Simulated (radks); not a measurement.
Question: Radial electron density D(r) = 4 pi r^2 rho(r) of an atom or ion with 8 electrons. All-electron calculation, Dirac Kohn-Sham, Slater X-alpha with alpha = 0.708, spin-unpolarised, spherical densities, finite nucleus; Fermi nuclear charge, rms radius of each element as measured or else 0.836 A^(1/3) + 0.57 fm. Program: a radial shooting solver on a logarithmic mesh with Libxc functionals.

r (bohr)  D(r) (e/bohr)
0.01408          0.8740
0.01733           1.249
0.02134           1.760
0.02628           2.440
0.03209           3.277
0.03951           4.347
0.04865           5.594
0.0599            6.938
0.07375           8.224
0.09007           9.199
0.1109            9.690
0.1365            9.444
0.1681            8.425
0.207             6.872
0.2528            5.344
0.3113            4.283
0.3832            4.111
0.4718            4.715
0.5809            5.534
0.7153            5.890
0.8736            5.433
1.076             4.222
1.324             2.723
1.63              1.430
2.007            0.5954
2.452            0.1996
3.019           0.04724
3.717          0.007738

What is the nuclear charge?

Answer: Z = 9. The innermost maximum, from 1s, lies near gamma/Z bohr with gamma = sqrt(1 - (Z/c)^2) = 0.998, here 0.111 bohr (found: 0.115), and its height grows with Z. The density is that of the fluorine ion F+ in [He] 2s2 2p4; the configuration itself is not fixed sharply by these data. D(r) has 2 maxima, at r = 0.115, 0.710 bohr, and minima at 0.359 bohr, inside which lie 2.21 electrons.
